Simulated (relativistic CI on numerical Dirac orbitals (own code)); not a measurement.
d8 in a ligand field

Computed with a parametric ligand-field model of a d^n configuration (Racah B and C, spin-orbit zeta, crystal field), exact diagonalisation.

Field parameters in Wybourne normalisation: Oh B⁴₀ = 21Dq, B⁴₄ = √(5/14) B⁴₀; Td as Oh with Dq negative (B⁴₀ = 21Dq, B⁴₄ = √(5/14) B⁴₀). The field is a parameter set, without covalency.

Task: A d8 ion in Oh symmetry has the ground term 3A2 and bands at 1E 8163 cm⁻¹ (1225 nm), 1A1 15503 cm⁻¹ (645 nm), 3T2 32200 cm⁻¹ (311 nm), 3T1 37343 cm⁻¹ (268 nm), 1T2 40326 cm⁻¹ (248 nm), 3T1 66007 cm⁻¹ (151 nm). Which parameters reproduce them?

Result: B = 450, C = 2300, ζ = 0 cm⁻¹, Oh, 10Dq = 32200 cm⁻¹.

Task: Ground term and bands for B = 610, C = 2380, ζ = 0 cm⁻¹, Oh, 10Dq = 24950 cm⁻¹?

Result: Ground term 3A2 with 2.00 electrons in the two orbitals of the cubic e set. Spin-allowed: 3T2 24950 cm⁻¹ (401 nm), 3T1 31604 cm⁻¹ (316 nm), 3T1 52396 cm⁻¹ (191 nm). Lowest spin-forbidden: 1E 9552 cm⁻¹ (1047 nm), 1A1 17864 cm⁻¹ (560 nm), 1T2 34416 cm⁻¹ (291 nm). With an A2 ground term the first spin-allowed band lies at |10Dq| itself.

Task: Ground term and bands for B = 1040, C = 5270, ζ = 0 cm⁻¹, Oh, 10Dq = 26350 cm⁻¹?

Result: Ground term 3A2 with 2.00 electrons in the two orbitals of the cubic e set. Spin-allowed: 3T2 26350 cm⁻¹ (380 nm), 3T1 36784 cm⁻¹ (272 nm), 3T1 57866 cm⁻¹ (173 nm). Lowest spin-forbidden: 1E 18620 cm⁻¹ (537 nm), 1A1 32736 cm⁻¹ (305 nm), 1T2 44744 cm⁻¹ (223 nm). With an A2 ground term the first spin-allowed band lies at |10Dq| itself.

Task: Ground term and bands for B = 440, C = 2230, ζ = 0 cm⁻¹, Td, 10Dq = -9000 cm⁻¹?

Result: Ground term 3T1 with 3.96 electrons in the two orbitals of the cubic e set. Spin-allowed: 3T2 8197 cm⁻¹ (1220 nm), 3T1 13994 cm⁻¹ (715 nm), 3A2 17197 cm⁻¹ (581 nm). Lowest spin-forbidden: 1T2 7354 cm⁻¹ (1360 nm), 1E 7486 cm⁻¹ (1336 nm), 1A1 15060 cm⁻¹ (664 nm).

Task: A d8 ion in Oh symmetry has the ground term 3A2 and bands at 1E 6149 cm⁻¹ (1626 nm), 3T2 10850 cm⁻¹ (922 nm), 1A1 11223 cm⁻¹ (891 nm), 3T1 15006 cm⁻¹ (666 nm), 1T2 16914 cm⁻¹ (591 nm), 3T1 23694 cm⁻¹ (422 nm). Which parameters reproduce them?

Result: B = 410, C = 1480, ζ = 0 cm⁻¹, Oh, 10Dq = 10850 cm⁻¹.
